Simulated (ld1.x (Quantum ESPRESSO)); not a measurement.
# tantalum, PAW: configuration errors across variants

```json
{"Element": "tantalum", "Generator": "ld1.x (Quantum ESPRESSO) 7.5", "Type": "PAW", "Functional": "LDA (PZ)", "Relativity": "non-relativistic", "Frozen core": "[Kr] 4d10 4f14 5s2", "Valence charge": "11", "Reference configuration": "5p6 5d3.5 6s1.5 6p0", "Partial waves": "6s (bound): rcut 3.00, rcutus 3.15 bohr; 6s channel at 2.6 Ry: rcut 3.00, rcutus 3.15 bohr; 5p (bound): rcut 1.75, rcutus 2.25 bohr; 6p (bound, empty): rcut 1.75, rcutus 2.25 bohr; 5d (bound): rcut 2.95, rcutus 3.25 bohr; 5d channel at 0.85 Ry: rcut 2.95, rcutus 3.25 bohr", "Local potential": "all-electron potential smoothed inside 1.90 bohr (lloc = -1)", "Core correction": "Bessel-smoothed model core, default radius (core density twice the valence density)", "Augmentation charge": "GAUSS, radius 1.30 bohr"}
```

All-electron excitation energies from the reference (eV): (1) 5p6 5d3 6s2 6p0 -0.021; (2) 5p6 5d3 6s1 6p0 7.595; (3) 5p6 5d3 6s0 6p0 21.292; (4) 5p6 5d2 6s2 6p0 9.243; (5) 5p6 5d3 6s0 6p1 11.531; (6) 5p6 5d2 6s0 6p0 45.925; (7) 5p6 5d4 6s1 6p0 0.243.

The default core radius of the base comes out at 0.97 bohr.

The overlap operator is not positive definite (basis up to 400 Ry) in “base”, “local potential all-electron potential smoothed inside 2.00 bohr (lloc = -1)”, “core correction Bessel-smoothed model core inside 2.08 bohr”, “wave 6s channel at 2.6 Ry: rcut 3.00, rcutus 3.15 bohr becomes 6s channel at 7 Ry: rcut 3.00, rcutus 3.15 bohr”, “waves 5d (bound): rcut 2.95, rcutus 3.48 bohr; 5d channel at 0.85 Ry: rcut 2.95, rcutus 3.48 bohr”. Such files are unfit for use, however small their errors in these radial tests.

6 further variants failed, have other tests or another functional or relativity, and are left out.

A true bound ghost makes a file unfit for plane-wave use even where its test errors are small: the radial tests pick states by their node count and pass the ghost by.

Errors AE − PS in meV (a dash: test not solved or not reliable):

```tsv
change	(1)	(2)	(3)	(4)	(5)	(6)	(7)	bound ghosts
base	+1.3	-1.5	+27	-24	+16	-51	+2.9	s (p not tested, overlap not positive)
local potential all-electron potential smoothed inside 2.00 bohr (lloc = -1)	+54	-1.5	+190	–	–	–	–	s (p not tested, overlap not positive)
core correction Bessel-smoothed model core inside 2.08 bohr	+2.0	-1.5	+25	-17	+12	-54	+3.2	s (p not tested, overlap not positive)
local potential all-electron potential smoothed inside 3.34 bohr (lloc = -1)	–	–	–	–	–	–	–	none
wave 6s channel at 2.6 Ry: rcut 3.00, rcutus 3.15 bohr becomes 6s channel at 7 Ry: rcut 3.00, rcutus 3.15 bohr	+7.8	-0.5	+27	+42	+16	-51	+5.6	not determined (overlap not positive)
waves 5d (bound): rcut 2.95, rcutus 3.48 bohr; 5d channel at 0.85 Ry: rcut 2.95, rcutus 3.48 bohr	+3.5	-1.9	+24	-7.7	+13	-62	+4.7	s (p not tested, overlap not positive)
```

Give the same row for: waves 5p (bound): rcut 1.75, rcutus 2.98 bohr; 6p (bound): rcut 1.75, rcutus 2.98 bohr.

-6.1, -1.5, -3.2, -62, -4949, -66, -3.4; bound ghosts: s.
